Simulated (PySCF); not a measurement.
**Vibration and rotation of CaIn⁺**

RHF-CCSD(T) constants of CaIn⁺, ¹Σ⁺ (singlet), closed shell (Ca def2-SVP, In def2-SVP with ECP28; scalar-relativistic core potentials (PySCF 2.14); masses 39.9626 and 114.9039 u):

| Item | Value |
| --- | --- |
| ωe | 109.4 cm⁻¹ |
| ωexe | 0.29 cm⁻¹ |
| Be | 0.041826 cm⁻¹ |
| αe | 0.000170 cm⁻¹ |
| D (centrifugal) | 2.45e-08 cm⁻¹ |
| De to Ca + In⁺ | 1.13 eV |

(1) Give the vibrational terms G(v) and spacings up to v = 6.

(2) How well does the Morse estimate ωe²/(4ωexe) reproduce De, and what is D0?

Correlated steps freeze 9 core orbitals. Correlated levels converge slowly with the basis: in double zeta they bind strong bonds too weakly, by up to about 1 eV, and carry superposition errors of some tenths. Spin–orbit coupling is left out. For an ion De counts to the pair picked by the measured ionisation energies or electron affinities, which need not be the lowest pair at this level.

Results:

(1) G(v) = ωe(v+½) − ωexe(v+½)².

```
v  G(v) (cm⁻¹)  G(v) − G(v−1)  Bv (cm⁻¹)
0         54.6                   0.04174
1        163.4          108.8    0.04157
2        271.7          108.2    0.04140
3        379.3          107.7    0.04123
4        486.4          107.1    0.04106
5        592.9          106.5    0.04089
6        698.8          105.9    0.04072
```

(2) It gives 1.28 eV, 113 % of the computed De. D0 = De − G(0) = 1.13 − 0.01 = 1.12 eV.
